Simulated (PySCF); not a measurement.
Compound: Sn(vinyl)2(SiH3)2, C₄H₁₂Si₂Sn.
Z-matrix (Å and degrees, PBE0-D3(BJ)/def2-SVP geometry), rows numbered from 1:
```
Sn
C   1  2.1474
C   2  1.3365  1  123.04
H   2  1.0974  1  118.26  3  -179.65
H   3  1.0963  2  122.36  1     0.31
H   3  1.0973  2  121.88  1  -179.71
C   1  2.1461  2  107.11  3   -41.71
C   7  1.3357  1  123.45  2   -14.36
H   7  1.0977  1  117.70  2   165.48
H   8  1.0960  7  122.22  1    -0.14
H   8  1.0975  7  121.67  1   179.93
Si  1  2.5732  2  109.79  3  -161.76
H  12  1.4958  1  110.47  2  -177.96
H  12  1.4964  1  110.63  2    61.87
H  12  1.4966  1  110.40  2   -58.15
Si  1  2.5743  2  109.61  3    76.07
H  16  1.4964  1  110.37  2   -61.87
H  16  1.4969  1  110.73  2   178.15
H  16  1.4960  1  110.55  2    58.16
```

Computed with TDDFT CAM-B3LYP/def2-SVPD, vertical, gas phase, core orbitals frozen in the response, def2 core potentials past Kr (PySCF 2.14.0, density-fitted response routines). Spin–orbit coupling is left out.

Frontier orbitals with the atoms that hold most of them (Löwdin shares over 4%, at most four atoms; ? is withheld):

```csv
orbital,ε (eV),atoms
HOMO-3,-9.51,"C7 22%, C8 20%, C2 17%, C3 16%"
HOMO-2,-9.33,"C2 28%, Sn1 17%, C7 16%, C3 10%"
HOMO-1,-8.98,?
HOMO,-8.25,?
LUMO,?,"C2 20%, C3 19%, Sn1 16%, Si16 12%"
LUMO+1,0.52,"C8 23%, C7 20%, Si12 13%, Sn1 12%"
LUMO+2,0.82,"Si16 21%, Si12 17%, Sn1 12%, H17 7%"
```

(1) Give the leading atoms of the HOMO.

(2) Which atoms hold the HOMO-1, and with what shares?

(3) What is the LUMO energy, and the HOMO–LUMO gap?

Results:

(1) Sn1 (bonded to 2 C and 2 Si) 20%; Si16 (bonded to Sn and 3 H) 19%; Si12 (bonded to Sn and 3 H) 15%; C8 (bonded to C and 2 H) 8%. By element: silicon 34%, tin 20%, carbon 8% or more.

(2) Sn1 (bonded to 2 C and 2 Si) 21%; C7 (bonded to C, Sn and H) 14%; Si12 (bonded to Sn and 3 H) 13%; C2 (bonded to C, Sn and H) 11%. By element: carbon 26% or more, tin 21%, silicon 13% or more.

(3) ε(LUMO) = 0.37 eV; the gap is 8.63 eV (0.3170 hartree).

Question: How does S1 compare with the orbital gap of 8.63 eV?

Answer: S1 is at 5.87 eV (f = 0.033), 2.76 eV below the gap, made of HOMO→LUMO (62%), HOMO-1→LUMO+1 (13%). 

Next come S2 at 5.96 eV (f 0.016), HOMO-2→LUMO (42%), HOMO-1→LUMO (25%); S3 at 6.09 eV (f 0.064), HOMO→LUMO+1 (32%), HOMO-1→LUMO+1 (16%), HOMO→LUMO (13%); S4 at 6.16 eV (f 0.115), HOMO→LUMO+1 (38%), HOMO-1→LUMO+1 (14%), HOMO→LUMO (13%); S5 at 6.38 eV (f 0.158), HOMO→LUMO+2 (54%), HOMO→LUMO+5 (13%), HOMO→LUMO+1 (8%).

Löwdin shares depend on the basis, the more so with diffuse functions.

Hardware: one thread of an Intel Xeon at 2.50 GHz, on a shared host. Cost: 5.3 min wall, 4.6 min CPU (grids of density and orbitals included), 1.6 GiB resident at most.

One conformer stands for the species.
